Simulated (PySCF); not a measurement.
Species: C5H11GeN.
Cartesian coordinates in Å at the GFN2-xTB level; atoms count from 1:
```xyz
18
C5H11GeN angstrom
C      2.643    0.000   -1.490
C      1.613   -0.133   -0.660
C      1.681    0.222    0.739
C      0.679    0.112    1.613
C     -0.700   -0.383    1.277
N     -1.375    0.535    0.369
Ge    -2.623   -0.019   -0.807
H      3.593    0.383   -1.153
H      2.576   -0.266   -2.531
H      0.668   -0.509   -1.025
H      2.635    0.606    1.077
H      0.835    0.419    2.638
H     -1.269   -0.536    2.205
H     -0.637   -1.351    0.767
H     -1.507    1.441    0.797
H     -2.973    1.181   -1.620
H     -3.881   -0.615   -0.217
H     -1.967   -1.083   -1.630
```

Theory: PySCF 2.14.0, density-fitted response routines, TDDFT B3LYP/def2-SVPD, vertical, gas phase, core orbitals frozen in the response. The B3LYP/def2-SVPD calculation is non-relativistic and has no spin–orbit coupling, an omission that weighs most on germanium.

Transition dipole moments from the ground state, in atomic units and in the frame of the coordinates above (overall signs are arbitrary), for the states with f of 0.002 or more among the lowest 7:

```
state  E (hartree)      μx      μy      μz
   S1       0.1588   0.308   0.036  -0.187
   S2       0.1966  -1.498   0.002   1.090
   S3       0.2015   0.234   0.058  -0.571
   S4       0.2186  -0.612  -0.021   0.072
   S5       0.2222   0.191  -0.023  -0.540
   S6       0.2298  -0.018  -0.279   0.114
   S7       0.2357  -0.117  -0.135   0.351
```

**Question.** What oscillator strength does each state have?

**Answer.** f = (2/3) ΔE |μ|² with ΔE in hartree (27.2114 eV).

```json
{"state": "S1", "|μ|² (au)": "0.131", "|μ| (D)": "0.92", "f": "0.014"}
{"state": "S2", "|μ|² (au)": "3.430", "|μ| (D)": "4.71", "f": "0.449"}
{"state": "S3", "|μ|² (au)": "0.384", "|μ| (D)": "1.58", "f": "0.052"}
{"state": "S4", "|μ|² (au)": "0.381", "|μ| (D)": "1.57", "f": "0.055"}
{"state": "S5", "|μ|² (au)": "0.328", "|μ| (D)": "1.46", "f": "0.049"}
{"state": "S6", "|μ|² (au)": "0.091", "|μ| (D)": "0.77", "f": "0.014"}
{"state": "S7", "|μ|² (au)": "0.155", "|μ| (D)": "1.00", "f": "0.024"}
```

**Question.** Which bond between heavy atoms lies closest to the direction of the S2 transition dipole?

**Answer.** C1–C2 and C3–C4, at 6° from it; next C4–C5 at 52°.

**Question.** What angle do the transition dipoles of S2 and S4 make?

**Answer.** |cos θ| = |μa·μb| / (|μa| |μb|) = 0.87, so θ ≈ 29° (taken between 0 and 90°, since the signs are arbitrary).

**Question.** What peak molar absorption coefficient would the strongest computed level give as a lone Gaussian band 0.5 eV wide at half height?

**Answer.** ε(max) = 2.175×10⁸ f / FWHM, with the width in cm⁻¹. S2: 2.175×10⁸ × 0.4495 / 4033 ≈ 24000 L mol⁻¹ cm⁻¹.

One conformer stands for the species.
